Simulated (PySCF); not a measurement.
These 3 structures share the formula C3H3BrO. Theory: PySCF 2.14.0, PBE0-D3(BJ)/def2-SVP geometry optimisation, gas phase. One conformer each; no zero-point energy, no entropy. No frequencies were run at this level. Point groups hold within 0.08 Å.

Question: Rank from lowest to highest electronic energy at this level (kJ/mol).
A. `[OH:1][C@H:2]1[CH:3]=[C:4]1[Br:5]` with H–O1–C2–C3 -172°
B. `[O:1]=[CH:2]/[CH:3]=[CH:4]\[Br:5]` with O1–C2–C3–C4 180°
C. `[CH2:1]=[C:2]([Br:3])[CH:4]=[O:5]` with C1–C2–C4–O5 -1° (2-bromoacrolein)

Answer: B (0.0), C (0.4), A (158.8).

As drawn, the lowest has a C=O bond, which the highest lacks; the highest has a three-membered ring and an O–H bond, which the lowest lacks. Neighbours under 10 kJ/mol apart (O=C/C=C\Br and C=C(Br)C=O) can change places with a better method, another conformer or zero-point energy.

```
       SMILES       E (Eh)  E rel (kJ/mol)  dipole (D)  point group      A, B, C (MHz)
   O=C/C=C\Br  -2764.49946             0.0        2.69           Cs  11450, 1352, 1209
   C=C(Br)C=O  -2764.49932             0.4        1.48           Cs   8288, 1744, 1441
O[C@H]1C=C1Br  -2764.43898           158.8        1.27           C1  10167, 1540, 1392
```
